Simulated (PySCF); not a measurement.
# $^{33}$S chemical shifts

- GFN2-xTB geometry
- σ from GIAO-PBE0/pcSseg-1
- program: PySCF 2.14.0 with density-fitted response routines
- no relativistic terms, a single conformation, fast rotation and ring inversion assumed for equivalent nuclei, in vacuum

Shieldings were converted by a linear fit to measured shifts: $^{33}$S: δ = 158.28 − 0.937σ (rms 33.3 ppm, 20 shifts vs sulfate, solution or neat liquid). A few per cent of atoms miss by over 2 rms, more outside the fitted compound classes.

Problem. Give the $^{33}$S shifts of `CS/C=C/[Si@@H]1OCCS1`, `O=S(=O)(Cl)c1ccccc1F`, `Cc1snnc1[Si](C)(C)C`.

Solution. 
```csv
compound,environment,δ (ppm)
[CH3:1][S:2]/[CH:3]=[CH:4]/[Si@@H:5]1[O:6][CH2:7][CH2:8][S:9]1,S2: sulfide sulfur,-269
[CH3:1][S:2]/[CH:3]=[CH:4]/[Si@@H:5]1[O:6][CH2:7][CH2:8][S:9]1,"S9: sulfur bonded to C, Si, in a 5-membered ring",-446
O=S(=O)(Cl)c1ccccc1F,sulfonyl sulfur,-23
Cc1snnc1[Si](C)(C)C,aromatic ring sulfur,215
```

Problem. Match the shifts 198, -9, -51 ppm to `CC(C)(C)c1snnc1[SiH3]`, `CC(C)c1pcsc1F`, `Cc1nnc([Si](C)(C)C)s1`.

Solution. 198: CC(C)(C)c1snnc1[SiH3] (aromatic ring sulfur); -9: Cc1nnc([Si](C)(C)C)s1 (aromatic ring sulfur); -51: CC(C)c1pcsc1F (aromatic ring sulfur).
